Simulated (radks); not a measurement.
Values are calculated unless marked as measured or tabulated.
Neutral chlorine inside a hard spherical wall (all orbitals vanish at R), configuration held at [Ne] 3s2 3p5 and not refilled when levels cross. Level of theory: scalar-relativistic Kohn-Sham, r2SCAN, spin-polarised, spherical densities, finite nucleus; open shells are filled with parallel spins first; meta-GGA in the generalised Kohn-Sham scheme; Fermi nuclear charge, rms radius 3.3654 fm (a radial shooting solver on a logarithmic mesh with Libxc functionals). Eigenvalues in eV for spin up, with the zero of energy where the potential of the charges vanishes at infinity; a dash marks a level that is unbound or too diffuse for the functional's potential to be trusted. A positive occupied level is held by the wall or, in an anion where self-interaction has pushed it up, behind a barrier. The pressure on the wall is -dE/dV.

| R (bohr) | E (hartree) | kinetic (hartree) | e(2s) | e(2p) | e(3s) | e(3p) | e(4s, empty) | e(4p, empty) | pressure (GPa) |
|---|---|---|---|---|---|---|---|---|---|
| free | -461.59562 | 463.691 | -257.96 | -194.79 | -22.195 | -9.451 | - | - | 0 |
| 20 | -461.59562 | 463.691 | -257.96 | -194.79 | -22.195 | -9.451 | - | - | < 0.0001 |
| 15 | -461.59562 | 463.691 | -257.96 | -194.79 | -22.195 | -9.451 | - | - | < 0.0001 |
| 12 | -461.59562 | 463.691 | -257.96 | -194.79 | -22.195 | -9.451 | 0.525 | 1.669 | < 0.0001 |
| 10 | -461.59561 | 463.691 | -257.95 | -194.79 | -22.194 | -9.450 | 0.909 | 2.475 | 0.000267 |
| 7 | -461.59467 | 463.701 | -257.88 | -194.71 | -22.139 | -9.396 | 2.852 | 5.927 | 0.0744 |
| 5 | -461.56944 | 463.884 | -256.88 | -193.70 | -21.437 | -8.661 | 8.947 | 14.638 | 4.16 |
| 4 | -461.44866 | 464.577 | -254.00 | -190.80 | -19.544 | -6.538 | 19.631 | 27.555 | 38.1 |
| 3.5 | -461.23553 | 465.618 | -250.43 | -187.20 | -17.183 | -3.804 | 31.328 | 40.647 | 126 |
| 3 | -460.68436 | 467.949 | -243.72 | -180.41 | -12.457 | 1.709 | 52.956 | 63.736 | 453 |
| 1.5 | -439.64066 | 524.936 | -161.99 | -96.344 | 100.37 | 120.49 | 428.06 | 422.53 | 58000 |
